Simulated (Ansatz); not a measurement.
`OC(O)[SiH3]` and `CC(O)[SiH3]` differ in one atom or group.

Ansatz, PBE0-D4/def2-TZVP geometries, multiplicity 1. Each molecule was computed in one conformer, which needn't be the lowest.

```json
{"property": "size of the dipole moment (ωB97M-V/def2-TZVPP) / D", "`OC(O)[SiH3]`": "0.47"}
{"property": "LUMO energy (B3LYP/def2-TZVPP) / eV", "`OC(O)[SiH3]`": "0.20"}
{"property": "HOMO–LUMO gap (ωB97M-V/def2-TZVPP) / eV", "`OC(O)[SiH3]`": "12.22"}
{"property": "HOMO energy (B3LYP/def2-TZVPP) / eV", "`OC(O)[SiH3]`": "-7.65"}
{"property": "HOMO–LUMO gap (PBE/def2-TZVPP) / eV", "`OC(O)[SiH3]`": "5.99"}
{"property": "zero-point energy (PBE0-D4/def2-TZVP) / kJ/mol", "`OC(O)[SiH3]`": "187.9"}
```

Give the same properties after the change, and the shifts. (Best estimate.)

Computed: 
```
                                          property  `CC(O)[SiH3]`  shift
size of the dipole moment (ωB97M-V/def2-TZVPP) / D           1.96   1.49
               LUMO energy (B3LYP/def2-TZVPP) / eV           0.30   0.10
           HOMO–LUMO gap (ωB97M-V/def2-TZVPP) / eV          12.47   0.25
               HOMO energy (B3LYP/def2-TZVPP) / eV          -7.74  -0.09
               HOMO–LUMO gap (PBE/def2-TZVPP) / eV           6.12   0.13
    zero-point energy (PBE0-D4/def2-TZVP) / kJ/mol          247.7   59.8
```

With PBE0 the HOMO falls by 0.12 eV and the LUMO rises by 0.12 eV, so the gap widens by about 0.24 eV. PBE moves the HOMO by 0.00 eV and ωB97M-V by -0.17 eV. The zero-point energy changes by 59.8 kJ/mol with +6 modes. Dipoles are sizes alone; their direction can turn.

B3LYP here is the variant with VWN-RPA as its local correlation; programs differ in this.
